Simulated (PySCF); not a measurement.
A structure optimised at B3LYP-D3(BJ)/def2-SVP, used in a PySCF frequency run:

```xyz
7

Si    -0.0107    -0.5386     0.0000
Cl    -0.9281     0.2226     1.6850
Cl    -0.9281     0.2226    -1.6850
C      1.7385    -0.0401     0.0000
C      2.9131     0.2769     0.0000
H     -0.1547    -2.0076     0.0000
H      3.9507     0.5598     0.0000
```

Question: Write its SMILES, formula and point group.

Answer: C#C[SiH](Cl)Cl, C2H2Cl2Si, Cs

Question: What are its rotational constants (standard atomic weights)?

Answer: 2.3161, 2.1813, 1.2146 GHz
